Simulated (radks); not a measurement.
Q: Coherent X-ray form factor from a spherical all-electron density. Calculated with a radial shooting solver on a logarithmic mesh with Libxc functionals: non-relativistic Kohn-Sham, r2SCAN, spin-polarised, spherical densities, point nucleus; meta-GGA in the generalised Kohn-Sham scheme.

sin(theta)/lambda (1/angstrom),f0 (electrons)
0.05,6.934
0.1,6.740
0.15,6.437
0.2,6.048
0.25,5.601
0.3,5.127
0.4,4.191
0.5,3.381
0.6,2.751
0.8,1.979
1,1.613
1.25,1.385
1.5,1.226
2,0.939

The species is in the configuration that NIST lists as its ground one. Which atom or ion scatters so?

A: The neon ion Ne3+, [He] 2s2 2p3. Extrapolating in s^2 from the first two rows gives f0(0) = 7.0, near the electron count 7; among species with that count, the fall with angle is slower the higher Z, and the table is that of Z = 10; from so few rows the species is fixed only to a neighbour or two.
